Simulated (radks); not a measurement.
Polarisability of neutral chlorine, [Ne] 3s2 3p5, at imaginary frequency. Method: non-relativistic Kohn-Sham, PBE, spin-polarised, spherical densities, point nucleus; open shells are filled with parallel spins first; computed with a radial shooting solver on a logarithmic mesh with Libxc functionals. Response by self-consistent Sternheimer equations with the Hartree and adiabatic LDA kernel.

w (hartree),alpha1(iw) (bohr^3)
0.00266,15.80
0.0143,15.78
0.0360,15.70
0.0697,15.46
0.118,14.87
0.186,13.75
0.280,11.97
0.413,9.603
0.605,6.964
0.892,4.483
1.35,2.522
2.12,1.224
3.59,0.5054
6.94,0.1704
17.5,0.03751

Static values: alpha1 = 15.80 bohr^3 (2.341 angstrom^3; uncoupled 23.64). C6 = 99.93, triple-dipole C9 = 1140 atomic units. One-pole (London) frequency 4 C6 / (3 alpha1^2) = 0.534 hartree, against 0.299 for minus the highest occupied eigenvalue. Recommended static value: 14.6 bohr^3 (Schwerdtfeger and Nagle, 2023 table).
